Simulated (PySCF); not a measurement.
Vertical excitations of a molecule C4H9AlO from TDA-PBE0/def2-SVPD in PySCF, as energy in eV (oscillator strength): 5.42 (0.160), 6.03 (0.009), 6.09 (0.011), 6.33 (0.194), 6.55 (0.024), 6.60 (0.036), 6.95 (0.006), 6.98 (0.060), 7.12 (0.011), 7.23 (0.001). Lowest triplet (TDA): 3.81 eV. The structure is a stationary point at B3LYP-D3(BJ)/def2-SVP. The values are those of a single conformer.

Question: Which molecule gave these data?
A. C=C[CH2][AlH][O]C
B. C=[CH][Al]([CH3])[O]C
C. C=[CH][Al]([OH])[CH2]C
D. C=C[CH2][Al]([CH3])[OH]

Answer: A, C=C[CH2][AlH][O]C
